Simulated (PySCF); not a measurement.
These compounds are isomers of formula C₇H₇N₃.

A. `C#Cc1nn(C=C)nc1C`
B. SMILES C=CCN1C(C#C)=CN=N1
C. `C#Cc1nncnc1CC`
D. `C1=CC(C)=C2C(=C1)N=NN2`
E. `n12nnc(C)c1cccc2`

Spectrum 1. ¹H NMR (500 MHz, computed): δ 8.88 (d, 1H), 7.97 (d, 1H), 7.33 (m, 1H), 7.12 (m, 1H), 2.89 (s, 3H). ¹³C{¹H} NMR (computed): δ 139.0 (C), 137.8 (C), 129.6 (CH), 127.0 (CH), 123.6 (CH), 119.1 (CH), 13.1 (CH3).

Spectrum 2. ¹H NMR (500 MHz, computed): δ 11.26 (br s, 1H), 8.38 (d, 1H), 7.65 (m, 1H), 7.62 (m, 1H), 2.77 (s, 3H). ¹³C{¹H} NMR (computed): δ 149.3 (C), 139.5 (C), 131.8 (CH), 128.4 (CH), 124.4 (CH), 123.2 (C), 20.0 (CH3).

Spectrum 3. ¹H NMR (500 MHz, computed): δ 7.99 (s, 1H), 6.16 (m, 1H), 5.87 (m, 1H), 5.70 (m, 1H), 5.11 (d, 2H), 3.59 (s, 1H). ¹³C{¹H} NMR (computed): δ 144.8 (CH), 141.8 (CH), 128.6 (CH2), 126.1 (C), 102.2 (CH), 75.9 (C), 54.7 (CH2).

Spectrum 4. ¹H NMR (500 MHz, computed): δ 7.32 (m, 1H), 6.48 (m, 1H), 5.26 (m, 1H), 3.13 (s, 1H), 2.58 (s, 3H). ¹³C{¹H} NMR (computed): δ 156.0 (C), 138.6 (CH), 135.8 (C), 109.8 (CH2), 95.0 (CH), 78.8 (C), 13.1 (CH3).

Spectrum 5. ¹H NMR (500 MHz, computed): δ 9.74 (s, 1H), 3.61 (s, 1H), 3.07 (q, 2H), 1.41 (t, 3H). ¹³C{¹H} NMR (computed): δ 173.6 (C), 157.8 (CH), 153.2 (C), 100.3 (CH), 83.6 (C), 34.4 (CH2), 15.9 (CH3).

Single conformer, no solvent model, rapidly exchanging positions averaged, non-relativistic Hamiltonian. σ from GIAO-PBE0/pcSseg-1; geometry from GFN2-xTB; PySCF.

Referencing at the same level of theory: ¹H, ¹³C against TMS. Where no couplings were computed, multiplicities follow the n + 1 count of equivalent neighbours, and m marks all less simple cases (inequivalent or close neighbours, rings, F or P nearby). Shifts are as computed. Against solution values, carbons near 30 ppm lie about +3 ppm off and those near 130 ppm about +5 ppm. Of 1211 compounds with measured shifts, 218 miss one by over three times the rms of a fit or turn the order of signals round; such compounds aren't used in these exercises. OH and NH positions are gas-phase values without hydrogen bonding to other molecules.

**Question.** Match each spectrum to its structure.

**Answer.** 1–E, 2–D, 3–B, 4–A, 5–C.

- Spectrum 1 (E): 7 ¹³C signals; δC 127.0 is an aromatic CH; δC 13.1 is a methyl carbon on an aromatic ring.
- Spectrum 2 (D): 7 ¹³C signals; δC 131.8 is an aromatic CH; δC 128.4 is an aromatic CH.
- Spectrum 3 (B): 7 ¹³C signals; δC 144.8 is an aromatic CH next to a ring nitrogen; δC 141.8 is an alkene CH.
- Spectrum 4 (A): 7 ¹³C signals; δC 138.6 is an alkene CH; δC 109.8 is a terminal =CH2 carbon.
- Spectrum 5 (C): 7 ¹³C signals; δC 100.3 is a terminal alkyne carbon; δC 83.6 is an alkyne carbon.
